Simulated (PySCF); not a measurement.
Structure revision by computed shifts

A compound C5H12O3Si gives the data below (simulated from a calculation) and was assigned the structure `CC(C)OC(=O)OC[SiH3]`.

13C{1H} NMR (computed): δ 66.9 (CH2, 2C), 59.5 (CH2), 36.1 (CH2), 19.9 (CH3).

1H NMR (300 MHz, computed): δ 4.56 (s, 1H), 4.34 (m, 2H), 4.22 (m, 2H), 3.94 (q, 2H), 2.24 (m, 1H), 1.27 (t, 3H), 1.23 (m, 1H).

Gas phase, equivalent nuclei averaged, a single conformation, relativity neglected. Coordinates at the GFN2-xTB level; PBE0/pcSseg-1 with gauge-including orbitals; PySCF.

Scale: 1H (31.72 ppm), 13C (186.93 ppm) vs TMS (reference shieldings calculated alike).

(1) Compare with the shifts computed for the proposed structure, pairing carbons in order of shift.

(2) Which isomer fits?

Answers

(1) Numbering as in the mapped SMILES `[CH3:1][CH:2]([CH3:3])[O:4][C:5](=[O:6])[O:7][CH2:8][SiH3:9]`. Hydrogens are named by the atom that carries them.

```tsv
atom	computed for proposal	given list	difference
C5	162.8	66.9	+95.9
C2	73.1	66.9	+6.2
C8	58.0	59.5	-1.5
C1	23.7	36.1	-12.4
C3	23.7	19.9	+3.8
```

The rms difference is 43.4 ppm and the largest +95.9 ppm at C5 (carbonate carbon). The carbon types in order of shift don't match either: C, CH, CH2, CH3, CH3 for the proposal against CH2, CH2, CH2, CH2, CH3 in the data. The proposal doesn't fit.

(2) SMILES CCO[SiH]1OCCCO1.

1. Carbon types of the structure: 4 × CH2, 1 × CH3, leaving 1 H on heteroatoms.
2. δC 66.9, 59.5: sp3 CH2 bonded to O; pulled downfield by the heteroatom.
3. δC 36.1: sp3 CH2 in a ring; aliphatic region, no heteroatom directly attached.
4. δC 19.9: methyl carbon; aliphatic region, no heteroatom directly attached.
5. δH 4.34, 4.22, 3.94: hydrogen on an sp3 CH2 bonded to O; its carbon carries O, which withdraws density.

Other isomers checked: C=C(O[SiH2]O)OC(C)C (rms 45.1 ppm).

This is the structure that produced the data.

Shifts are as computed. Against solution values, carbons near 30 ppm lie about +3 ppm off and those near 130 ppm about +5 ppm. Of 1211 compounds with measured shifts, 218 miss one by over three times the rms of a fit or turn the order of signals round; such compounds aren't used in these exercises. Multiplicities follow the n + 1 count of equivalent neighbours, as no J values were calculated; m marks all less simple cases, F and P coupling included.
